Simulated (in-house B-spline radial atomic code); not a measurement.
Be is squeezed into an impenetrable sphere of radius R (the orbitals vanish at R). Caution: exact exchange at fractional occupations of open shells leaves self-interaction of up to several eV. All numbers are computed (non-relativistic PBE0, spin-polarised, spherical fractional occupations; point nucleus) with a B-spline radial code for spherical atoms, not measured.

Energies in eV above the free atom in [He] 2s2:

```tsv
R (bohr)	highest level (eV)	[He] 2s2	[He] 2s1 2p1	-dE/dV in [He] 2s2 (GPa)
9.37	-6.47	0.007586	3.057	0.00941
6.67	-6.14	0.2136	3.411	0.498
5.3	-5.18	1.097	4.506	3.99
4.38	-3.32	3.286	6.869	17.7
3.88	-1.28	6.035	9.637	42.4
3.27	3.41	13.02	16.29	136
2.64	14.2	30.59	32.04	539
2.39	22.2	44.14	43.69	1000
1.66	81.5	150.1	129.9	8880
1.27	180	336.8	276.4	41000
```

Q: Does [He] 2s1 2p1 fall below [He] 2s2 under compression?

A: Yes, between R = 2.64 and 2.39 bohr the order changes (near 2.45 bohr by linear interpolation).

The highest level is first positive in the row R = 3.27 bohr, pushed up by confinement above the zero of the free ion's potential. Each configuration is held fixed and needn't be the lowest in the sphere.
